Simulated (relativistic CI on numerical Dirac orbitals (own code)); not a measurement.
## A ladder of approximations for the levels of Zr2+

Calculated with a relativistic CI code on KLI orbitals (one set per configuration, finite nucleus), adding one ingredient at a time: step 1, Dirac-Coulomb, each configuration alone; step 2, with Breit and QED terms; step 3, with configuration mixing; step 4, with scaled Slater integrals (0.85); step 5, with a P86 correlation estimate; step 6, tied to the ionisation limit. P86 is a density functional for the correlation energy, evaluated here for each configuration and added to its levels. Step 6 is semi-empirical: configurations made of the next ion and one excited electron move by 1375 cm⁻¹, so that their limit matches the tabulated ionisation energy, and those with a non-penetrating f or g electron also take the P86 value of the least penetrating other one.

Configurations in the expansion (outside the closed core [Ar] 3d10 4s2): 4p⁶4d², 4p⁶4d5s, 4p⁶5s², 4p⁶4d5p, 4p⁶5s5p, 4p⁶4d4f, 4p⁶4d5d, 4p⁶4d6s, 4p⁶4d6p, 4p⁶4f², 4p⁶5p², 4p⁶4d6d, 4p⁶4d5f, 4p⁶5s6s, 4p⁶4d6f, 4p⁵4d³.

Computed minus measured energy above the ground level, in cm⁻¹, for 12 of the 26 excited levels that pair in every step (one J of a term; a digit in brackets numbers repeated terms):

| Configuration | Term | J | Measured | Step 1 | Step 2 | Step 3 | Step 4 | Step 5 | Step 6 |
| --- | --- | --- | --- | --- | --- | --- | --- | --- | --- |
| 4p⁶4d² | a 3F | 3 | 681 | -81 | -116 | -112 | -110 | -111 | -111 |
| 4p⁶4d² | a 1D | 2 | 5742 | 3285 | 3253 | 929 | 246 | 485 | 564 |
| 4p⁶4d² | a 3P | 0 | 8062 | 2067 | 2050 | 1795 | 413 | 421 | 420 |
| 4p⁶4d² | a 1G | 4 | 11049 | 2659 | 2609 | 2621 | 692 | 691 | 690 |
| 4p⁶4d5s | a 3D | 1 | 18399 | -393 | -206 | -135 | -807 | 2556 | 3930 |
| 4p⁶4d5s | b 1D | 2 | 25066 | 639 | 788 | 1690 | -184 | 2973 | 4257 |
| 4p⁶5s² | 1S | 0 | 48507 | 933 | 1306 | -1789 | -2133 | 3345 | 3345 |
| 4p⁶4d5p | z 3F° | 2 | 55556 | -2590 | -2477 | -2506 | -3014 | 1148 | 2520 |
| 4p⁶4d5p | z 3D° | 1 | 55614 | -2215 | -2081 | -2542 | -3098 | 1077 | 2442 |
| 4p⁶4d5p | z 3P° | 1 | 59697 | -1294 | -1178 | -2218 | -3238 | 992 | 2325 |
| 4p⁶4d5p | z 1P° | 1 | 62116 | 2587 | 2673 | -2234 | -3304 | 1017 | 2296 |
| 4p⁶5s5p | y 3P° | 0 | 79437 | -5729 | -5388 | -4736 | -4860 | 1470 | 1500 |

Mean absolute errors in cm⁻¹, over all paired levels and for the configurations:

```csv
"Configuration, levels",Step 1,Step 2,Step 3,Step 4,Step 5,Step 6
"all, 26",2424,2359,2159,2145,1200,1933
"4p⁶4d², 8",2665,2650,1629,360,445,456
"4p⁶4d5s, 3",482,414,664,611,2683,4026
"4p⁶5s², 1",933,1306,1789,2133,3345,3345
"4p⁶4d5p, 11",2018,1950,2264,3105,1092,2445
"4p⁶5s5p, 3",5709,5381,4804,4928,1409,1435
```

Measured levels: Moore, Atomic Energy Levels, vol. II, NSRDS-NBS 35 (1971 reprint of NBS Circular 467, 1952); NIST levels as listed in Rynkun, Gaigalas and Jonsson, Astron. Astrophys. 637, A10 (2020). The analysis dates from before 1960.

The mean absolute error is lowest at step 5 (1200 cm⁻¹), and the largest single drop is from step 4 to 5 (2145 to 1200). Terms of the ground configuration are off by 2665 at first, 1629 with mixing and 360 after scaling, which stands in for the correlation that narrows term splittings. The Breit and QED terms change the top of the ground term (measured 1486) from 1345 to 1267. Mixing lowers the ground level by 110; relative to it the configurations that move most are 4p⁶5s² by -3095, 4p⁶4d5p by -883, 4p⁶5s5p by +577. The P86 estimate moves 4p⁶5s5p by +6337, 4p⁶5s² by +5478, 4p⁶4d5p by +4197, and takes the mean absolute error of the excited configurations from 2939 to 1535. Step 6 takes that error from 1535 to 2590; it grows for 4p⁶4d5s, 4p⁶4d5p. The shift fits the limit, so it does little for low levels whose errors differ from those near the limit.
